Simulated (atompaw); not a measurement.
## Lu PAW (atompaw): all-electron and pseudo phase curves

* Element: Lu (Z = 71)
* Generator: atompaw 4.2.0.5
* Type: PAW
* Functional: PBE
* Relativity: non-relativistic
* Frozen core: [Kr] 4d10
* Valence charge: 25
* Reference configuration: 4f14 5s2 5p6 5d1 6s2 6p0
* Partial waves: 5s (bound): rc 1.55 bohr; 6s (bound): rc 2.25 bohr; 5p (bound): rc 1.90 bohr; 6p (bound, empty): rc 3.00 bohr; 5d (bound): rc 3.00 bohr; 5d channel at 3.4 Ry: rc 3.00 bohr; 4f (bound): rc 1.25 bohr; 4f channel at -0.45 Ry: rc 1.25 bohr
* Local potential: vpsmatchnc scheme with l = 4 at 0.5 Ry, radius 2.90 bohr
* Core correction: smooth core density matched at 2.05 bohr
* Augmentation charge: besselshape compensation charge, radius 2.90 bohr; PAW radius 3.00 bohr; waves and projectors: custom rrkj gramschmidtortho

The phase is arctan(r·u′/u) with u = r·R(r), unwrapped; energies in Ry, scanned from -6 to 5 Ry. A pole is an energy at which the radial function vanishes at the test radius. The pseudo phase is shifted by a multiple of π to meet the all-electron one at the reference energy, and phase errors are pseudo minus all-electron; the curves can meet again beyond the range given. Levels narrower than the energy grid can be missing from the lists of poles.

| channel | radius (bohr) | reference energy (Ry) | poles, all-electron | poles, pseudo | unbroken range about the reference energy with phases within 0.05 rad | phase error 1 Ry above the reference energy (rad) |
| --- | --- | --- | --- | --- | --- | --- |
| s | 3.01 | -0.30 | -3.71, 1.98 | -3.71, 1.98 | below 4.8 | +0.000 |
| p | 3.01 | -0.11 | -2.14, 2.99 | -2.14, 1.35 | below 0.4 | -0.301 |
| d | 3.01 | -0.19 | 0.33 | 0.32 | the whole range | -0.002 |
| f | 3.01 | -1.12 | -1.10, 3.07 | -1.10, 3.04 | below 4.4 | +0.000 |

Phases in the d channel:

| E (Ry) | all-electron | pseudo |
| --- | --- | --- |
| -6.00 | 1.434 | 1.434 |
| -5.52 | 1.428 | 1.428 |
| -5.04 | 1.421 | 1.421 |
| -4.56 | 1.413 | 1.413 |
| -4.08 | 1.404 | 1.403 |
| -3.60 | 1.392 | 1.391 |
| -3.12 | 1.378 | 1.377 |
| -2.64 | 1.359 | 1.359 |
| -2.16 | 1.333 | 1.333 |
| -1.68 | 1.294 | 1.293 |
| -1.20 | 1.223 | 1.222 |
| -0.72 | 1.027 | 1.025 |
| -0.24 | -0.511 | -0.511 |
| 0.24 | -1.525 | -1.526 |
| 0.72 | -1.707 | -1.709 |
| 1.20 | -1.840 | -1.843 |
| 1.68 | -2.050 | -2.056 |
| 2.16 | -2.684 | -2.699 |
| 2.64 | -3.952 | -3.957 |
| 3.12 | -4.389 | -4.389 |
| 3.60 | -4.541 | -4.541 |
| 4.08 | -4.620 | -4.620 |
| 4.56 | -4.670 | -4.671 |
